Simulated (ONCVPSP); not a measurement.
## Mg (Z = 12): from the effect back to the setting (ONCV)

Base potential:

ONCVPSP 4.0.1 input, shortened (lines: element, Z, core and valence counts, functional; n l f; lmax; l rc ep ncon nbas qcut; lloc lpopt rc5 dvloc0; l nproj debl; icmod fcfact rcfact), LDA (Perdew-Zunger), scalar-relativistic:

```
  Mg 12.00    3    2        3      upf
    1    0    2.00
    2    0    2.00
    2    1    6.00
    3    0    1.00
    3    1    1.00
    2
    0    2.20    0.00    3    6    2.40
    1    2.90    0.00    4    7    2.30
    2    2.25    0.44    4    8    4.90
    4    5    1.45    0.00
    0    2    2.00
    1    2    3.90
    2    1    3.40
    2    0.55    0.95
```

Cutoffs, loose and tight: the cutoffs (Ha) at which the residual kinetic energy of the hardest occupied pseudo-wave falls to 1 and 0.1 mHa per electron. They do not see the model core or the augmentation charge, which bear on the density cutoff. Test errors are all-electron minus pseudo excitation energies from the reference, over the configurations 3s2 3p0; 3s1 3p0; 3s1.5 3p0; 3s0 3p1; variants that change the core or the reference have their own tests.

Only the qcut of the s channel is moved:

| qcut of the s channel (1/bohr) | cutoff, loose | cutoff, tight | bound ghosts | largest test error (meV) | median size of the test errors |
| --- | --- | --- | --- | --- | --- |
| 1.5 | 14 Ha | 21 Ha | p | -32 | 4.5 meV |
| 1.7 | 13 Ha | 20 Ha | p | -32 | 4.3 meV |
| 2.1 | 7.8 Ha | 19 Ha | p | -30 | 3.5 meV |
| 2.7 | 3.8 Ha | 15 Ha | p | -26 | 2.0 meV |
| 2.9 | 3.7 Ha | 10 Ha | p | -25 | 1.7 meV |
| 3.3 | 3.9 Ha | 5.6 Ha | p | -23 | 1.2 meV |
| 3.7 | 4.3 Ha | 5.7 Ha | p | -22 | 0.9 meV |

**Question.** One more run gave cutoff, loose: 6.4 Ha; cutoff, tight: 18 Ha; bound ghosts: p; largest test error (meV): -28; median size of the test errors: 3.0 meV. Which value of the qcut of the s channel was used?

**Answer.** 2.3 1/bohr. The median size of the test errors moves one way along this sweep, from 4.5 meV at 1.5 to 0.9 meV at 3.7 1/bohr, which places the run between 2.1 and 2.7 1/bohr.
